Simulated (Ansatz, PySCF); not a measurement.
C₃H₂F₃, SMILES C(/[C](F)F)=C\F, multiplicity 2. Atoms are numbered in the order given.

```xyz
8

F     -0.1904     2.6485     0.0000
C      0.3438     1.4234     0.0000
C     -0.4982     0.3187     0.0000
C     -0.0648    -0.9827     0.0000
F     -0.8612    -2.0315     0.0000
F      1.2099    -1.3308     0.0000
H      1.4359     1.4053     0.0000
H     -1.5794     0.4799     0.0000
```
Charge 0, spin multiplicity 2.

Geometry: r2SCAN-D4/def2-SVP. The isomer is the one that the SMILES or the coordinates give; other isomers of the formula were not compared. The values are those of a single conformer.

Two levels are set side by side: PBE-D3(BJ)/def2-SVP (Ansatz, a program for electronic structure) and r2SCAN-D4/def2-SVP (Ansatz). Each level has its own optimised geometry; the coordinates shown are those of the second. Frequencies come from the Hessian of PySCF at each geometry. Differences are taken from unrounded values.

```tsv
quantity	r2SCAN-D4	PBE-D3(BJ)	PBE-D3(BJ) minus r2SCAN-D4
mean bond length (Å)	1.274	1.281	0.007
bond F1–C2 (Å)	1.337	1.342	0.006
bond C2–C3 (Å)	1.389	1.393	0.004
bond C3–C4 (Å)	1.372	1.380	0.008
bond C4–F5 (Å)	1.317	1.325	0.008
bond C4–F6 (Å)	1.321	1.329	0.008
bond C2–H7 (Å)	1.092	1.100	0.008
bond C3–H8 (Å)	1.093	1.100	0.007
highest harmonic wavenumber (cm⁻¹)	3226	3150	-76
mean harmonic wavenumber (cm⁻¹)	1070	1046	-24
zero-point energy (kcal/mol)	27.52	26.92	-0.61
```
